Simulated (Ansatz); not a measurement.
Calculated with Ansatz (gas phase, PBE0-D4/def2-TZVP geometries, no zero-point term in ΔE). CBS: MP2 limit from def2 TZ/QZ plus the TZ coupled-cluster correction, frozen cores. This one scheme is used for every species. DFT in def2-TZVPP. For Ga outer-core shells are correlated without core-valence functions, which leaves a few kJ/mol of doubt a bond. Scalar relativity is left out up to krypton. Each species was taken in one conformer, which may not be the lowest.

Reaction (redistribution): `[OH][Ga]([Cl])[O][SiH3]` + `O[Si](O)(F)Cl` → `[OH][Ga]([Cl])[Cl]` + `O[Si](O)(F)O[SiH3]`

```json
{"level": "ωB97X-V", "ΔE (kJ/mol)": "-76.6", "difference from CCSD(T)/CBS": "0.8"}
{"level": "B2PLYP", "ΔE (kJ/mol)": "-78.4", "difference from CCSD(T)/CBS": "-1.0"}
{"level": "PBE", "ΔE (kJ/mol)": "-71.5", "difference from CCSD(T)/CBS": "5.9"}
{"level": "r2SCAN", "ΔE (kJ/mol)": "-77.6", "difference from CCSD(T)/CBS": "-0.2"}
{"level": "MP2/def2-TZVPP", "ΔE (kJ/mol)": "-73.2", "difference from CCSD(T)/CBS": "4.2"}
{"level": "CCSD/def2-TZVPP", "ΔE (kJ/mol)": "-79.7", "difference from CCSD(T)/CBS": "-2.3"}
{"level": "CCSD(T)/def2-TZVPP", "ΔE (kJ/mol)": "-76.7", "difference from CCSD(T)/CBS": "0.7"}
{"level": "HF/def2-QZVPP", "ΔE (kJ/mol)": "-95.7", "difference from CCSD(T)/CBS": "-18.3"}
{"level": "MP2/def2-QZVPP", "ΔE (kJ/mol)": "-73.5", "difference from CCSD(T)/CBS": "3.9"}
{"level": "SCS-MP2/def2-QZVPP", "ΔE (kJ/mol)": "-75.6", "difference from CCSD(T)/CBS": "1.8"}
{"level": "CCSD(T)/CBS", "ΔE (kJ/mol)": "-77.4", "difference from CCSD(T)/CBS": "0"}
```

Largest T1 diagnostic among the species: 0.013.

From PBE to PBE0 (25 % exact exchange), in def2-TZVPP and without D4, ΔE moves by −6.4 kJ/mol. In def2-TZVPP, CCSD(T) changes the Hartree–Fock value by +18.9 kJ/mol (the triples alone add +3.0 kJ/mol) and MP2 by +22.4 kJ/mol.
